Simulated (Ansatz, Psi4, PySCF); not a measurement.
C$_{7}$H$_{9}$O, charge +1, singlet, geometry from GFN2-xTB. Base run: MP2/6-31G* (PySCF).

Input for PySCF:
```python
from pyscf import gto, scf, mp

mol = gto.M(
    atom='''
C     2.68581111    0.47233117   -0.23426577
O     1.70989725    0.21900805    0.81386579
C     0.34471567    0.03250646    0.32907195
C     0.01222459   -1.19816702   -0.20327298
C    -1.28799653   -1.38978475   -0.64407141
C    -2.21537241   -0.36423910   -0.54765958
C    -1.85671093    0.86026071   -0.00676033
C    -0.56031393    1.07014763    0.43843242
H     3.66463036    0.55667222    0.23538758
H     2.67916004   -0.38406176   -0.90637054
H     2.44929023    1.37869168   -0.79224115
H     1.70573102    0.97635760    1.43676038
H     0.74141377   -1.99032729   -0.25934878
H    -1.57168239   -2.34338551   -1.05898733
H    -3.22491764   -0.52078929   -0.89251364
H    -2.58071358    1.65504338    0.07210182
H    -0.27623520    2.02140386    0.86543975
''',
    basis='6-31g*',
    charge=1,
    verbose=3,
)

mf = scf.RHF(mol)
mf.kernel()

pt = mp.MP2(mf)
pt.kernel()
print('E(MP2) = %.10f' % pt.e_tot)
```

The same geometry, method and basis name were run in Ansatz (a program for electronic structure) and Psi4 and PySCF, at each program's defaults and at the settings that a row names. The base is PySCF at its defaults. Differences at the defaults can come from grids, fitting, cores and function types together.

```json
[
 {"code and settings": "PySCF, defaults (exact integrals, spherical functions, all electrons correlated)", "ΔE vs base (mEh)": "0.000", "basis functions": "130", "E (Eh)": "-345.95687", "SCF cycles": "12"},
 {"code and settings": "Psi4, defaults (density fitting with its default set, Cartesian functions, all electrons correlated)", "ΔE vs base (mEh)": "___", "basis functions": "138", "E (Eh)": "___", "SCF cycles": "13"},
 {"code and settings": "Ansatz, defaults (factorised integrals, Cartesian functions, frozen core)", "ΔE vs base (mEh)": "6.659", "basis functions": "138", "E (Eh)": "-345.95022", "SCF cycles": "-"},
 {"code and settings": "PySCF, frozen core", "ΔE vs base (mEh)": "20.042", "basis functions": "130", "E (Eh)": "-345.93683", "SCF cycles": "12"},
 {"code and settings": "Psi4, exact integrals, spherical functions, frozen core", "ΔE vs base (mEh)": "20.042", "basis functions": "130", "E (Eh)": "-345.93683", "SCF cycles": "13"},
 {"code and settings": "Ansatz, high accuracy, frozen core, Cartesian functions as the basis file defines them", "ΔE vs base (mEh)": "6.646", "basis functions": "138", "E (Eh)": "-345.95023", "SCF cycles": "-"}
]
```

Q: Complete the blanks.

A: 
- Psi4, defaults (density fitting with its default set, Cartesian functions, all electrons correlated), ΔE vs base (mEh): -29.810
- Psi4, defaults (density fitting with its default set, Cartesian functions, all electrons correlated), E (Eh): -345.98669
